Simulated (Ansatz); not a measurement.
C₂HCl₃Zr, SMILES `C#[C][Zr]([Cl])([Cl])[Cl]`. Charge 0, multiplicity 1. Zr: def2 effective core potential. All single points use the PBE0-D4/def2-TZVP geometry.

```xyz
7

C    -1.262    0.536    1.790
C    -0.581    0.247    0.824
Zr    0.622   -0.264   -0.883
Cl    2.561   -1.284   -0.120
Cl    1.117    1.691   -2.029
Cl   -0.599   -1.714   -2.220
H    -1.859    0.789    2.637
```

What is the dipole moment at PBE/def2-TZVPP? (Estimate.)

Ansatz gave: 1.57 D, with components (-0.88, 0.37, 1.24) D in this frame, pointing from negative to positive charge.

And with r2SCAN, B3LYP, ωB97M-V? (An estimate is asked.)

Ansatz gave: r2SCAN 1.71 D, B3LYP 1.61 D, ωB97M-V 1.53 D.

Give the Mulliken charges with PBE, ωB97M-V, r2SCAN in def2-TZVPP. (Best estimate.)

Ansatz gave: 
```tsv
atom	PBE	ωB97M-V	r2SCAN
C1	-0.22	-0.26	-0.32
C2	-0.32	-0.39	-0.32
Zr3	1.01	1.06	1.19
Cl4	-0.22	-0.21	-0.26
Cl5	-0.22	-0.21	-0.26
Cl6	-0.22	-0.21	-0.26
H7	0.20	0.22	0.21
```

B3LYP here is the variant with VWN-RPA as its local correlation; programs differ in this.
